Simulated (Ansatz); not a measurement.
Start from `F[CH2][SnH3]` and change one atom or group to get `F[CH2][SnH2][F]`.

Ansatz, PBE0-D4/def2-TZVP geometries, multiplicity 1. Each molecule was computed in one conformer, which needn't be the lowest.

Elements past krypton have def2 core potentials.

```
                                          property  `F[CH2][SnH3]`
                HOMO energy (PBE0/def2-TZVPP) / eV           -8.05
             LUMO energy (ωB97M-V/def2-TZVPP) / eV            1.40
    zero-point energy (PBE0-D4/def2-TZVP) / kJ/mol           129.4
               HOMO–LUMO gap (PBE/def2-TZVPP) / eV            6.09
size of the dipole moment (ωB97M-V/def2-TZVPP) / D            1.51
               LUMO energy (B3LYP/def2-TZVPP) / eV           -0.16
```

Question: What does the change do to each property? (An estimate is asked.)

Answer: Computed: 
```
                                          property  `F[CH2][SnH2][F]`  shift
                HOMO energy (PBE0/def2-TZVPP) / eV              -8.43  -0.38
             LUMO energy (ωB97M-V/def2-TZVPP) / eV               0.72  -0.68
    zero-point energy (PBE0-D4/def2-TZVP) / kJ/mol              117.6  -11.8
               HOMO–LUMO gap (PBE/def2-TZVPP) / eV               5.35  -0.74
size of the dipole moment (ωB97M-V/def2-TZVPP) / D               1.25  -0.26
               LUMO energy (B3LYP/def2-TZVPP) / eV              -1.13  -0.97
```

With PBE0 the HOMO falls by 0.38 eV and the LUMO falls by 0.96 eV, so the gap narrows by about 0.58 eV. PBE moves the HOMO by -0.31 eV and ωB97M-V by -0.38 eV. Dipoles are sizes alone; their direction can turn.

B3LYP here is the variant with VWN-RPA as its local correlation; programs differ in this.
